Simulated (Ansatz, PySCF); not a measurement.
This PySCF input computes a SVWN5/def2-TZVPD energy:

```python
from pyscf import gto, scf, dft

mol = gto.M(
    atom='''
    Ge   -0.00794673    0.00413188    0.72662065
    Cl    1.09912663    1.29182120   -0.67930737
    Cl   -1.08416808   -1.29959887   -0.68844914
    ''',
    basis='def2-tzvpd',
    charge=0,
    spin=0,
    verbose=4,
)

mf = dft.RKS(mol, xc='svwn').density_fit(auxbasis='def2-universal-jkfit')
mf.grids.level = 3
mf.conv_tol = 1e-9
mf.max_cycle = 100
mf.max_memory = 1500
mf.kernel()
if not mf.converged:
    mf = mf.newton()
    mf.kernel(mf.make_rdm1())
mf.analyze()
```

**Question.** Write an input for the same energy in Ansatz (a first-principles code) and say what it gives.

**Answer.** 
Ansatz 0.2 input:
```yaml
crystal:
  periodic: [false, false, false]
  atoms:
    - {symbol: Ge, position_ang: [-0.00794673, 0.00413188, 0.72662065]}
    - {symbol: Cl, position_ang: [1.09912663, 1.29182120, -0.67930737]}
    - {symbol: Cl, position_ang: [-1.08416808, -1.29959887, -0.68844914]}
basis:
  gaussian:
    orbitals: def2-TZVPD
hamiltonian:
  xc: {name: SVWN5}
output: {forces: true}
```
It gives -2991.42328 Eh, and PySCF -2991.42333 Eh, a difference of 0.05 mEh, from the treatment of integrals and grids.
